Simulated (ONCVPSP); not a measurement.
Pseudopotential generation for lanthanum (La): ONCV, PBE, scalar-relativistic.

```
Element                 : lanthanum (La)
Generator               : ONCVPSP 4.0.1
Type                    : optimised norm-conserving Vanderbilt (ONCV)
Functional              : PBE
Relativity              : scalar-relativistic
Frozen core             : [Kr] 4d10
Valence charge          : 11
Reference configuration : 5s2 5p6 5d1 6s2
Partial waves           : 5s+6s: rc 2.90 bohr, ncon 4, nbas 8, qcut 3.9 1/bohr, 2 projectors; 5p: rc 3.00 bohr, ncon 3, nbas 6, qcut 4.8 1/bohr, 3 projectors, debl 0.9 Ha; 5d: rc 3.75 bohr, ncon 3, nbas 7, qcut 4.7 1/bohr, 3 projectors, debl 0.3 Ha; f scattering state at 0.24 Ha: rc 4.00 bohr, ncon 3, nbas 6, qcut 2.8 1/bohr, 2 projectors, debl 2.2 Ha
Local potential         : polynomial inside 2.70 bohr (lpopt 4, dvloc0 6 Ha)
Core correction         : none
```

In the f channel the program set the typed energies aside and used -0.160, 2.040 Ha.

(1) Estimate the cutoffs (Ha) at which the residual kinetic energy of the hardest occupied pseudo-wave falls to 1 and 0.1 mHa per electron.

(2) What does a ghost test show?

(3) Tests: 5s2 5p6 5d1 6s1; 5s2 5p6 5d1 6s0; 5s2 5p6 5d0 6s0; 5s2 5p6 5d1 6s0 6p1. Which has the largest error in its energy relative to the reference configuration, and how large is it?

## Answers

(1) 5.5 Ha and 6.8 Ha. The cutoffs count occupied waves only; projector 2 of the f channel, the hardest unoccupied one, needs 16 Ha at the loose tolerance.

(2) No bound ghost flagged; GHOST(+) flagged for f at 213.0 eV.

(3) 5s2 5p6 5d0 6s0, with +18 meV (all-electron minus pseudo) on +35.80 eV.
